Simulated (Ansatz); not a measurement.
Stepwise reaction of `[OH][SnH]([Br])[Br]` with hydrogen chloride, as a gas-phase model of exchange steps in deposition or etching. ΔE in kJ/mol.

Computed with Ansatz on PBE0-D4/def2-TZVP structures; ΔE is electronic, products minus reactants. CCSD(T)/CBS adds triple-zeta CCSD(T) − MP2 to the extrapolated MP2 energy (def2 sets, frozen cores). This one scheme is used for every species. Functionals use def2-TZVPP. B3LYP here is the variant with VWN-RPA as its local correlation; programs differ in this. Elements past krypton have def2 core potentials. For Br, Sn outer-core shells are correlated without core-valence functions, which leaves a few kJ/mol of doubt a bond. Scalar relativity is left out up to krypton. Each species was taken in one conformer, which may not be the lowest.

```tsv
step	reaction	PBE-D4	B3LYP-D4	ωB97M-V	CCSD(T)/CBS
2	`[OH][SnH]([Cl])[Br]` + HCl → `[OH][SnH]([Cl])[Cl]` + HBr	13.5	13.1	12.4	15.6
```

Q: Give the row of step 1, `[OH][SnH]([Br])[Br]` + HCl → `[OH][SnH]([Cl])[Br]` + HBr. (Best estimate.)

A: Computed: 
```json
{"step": "1", "reaction": "`[OH][SnH]([Br])[Br]` + HCl → `[OH][SnH]([Cl])[Br]` + HBr", "PBE-D4": "13.6", "B3LYP-D4": "13.3", "ωB97M-V": "12.5", "CCSD(T)/CBS": "15.7"}
```

Q: By hand: ΔE of the 2 steps together at CCSD(T)/CBS.

A: (15.7) + (15.6) = 31.3 kJ/mol, or 15.6 kJ/mol a step.

In ΔE the steps differ by no more than 0.1 kJ/mol. All are uphill at CCSD(T)/CBS. PBE-D4 differs from CCSD(T)/CBS by -2.1 to -2.1 kJ/mol a step. Isolated molecules leave out the surface, adducts and barriers. Largest T1 diagnostic: 0.012.
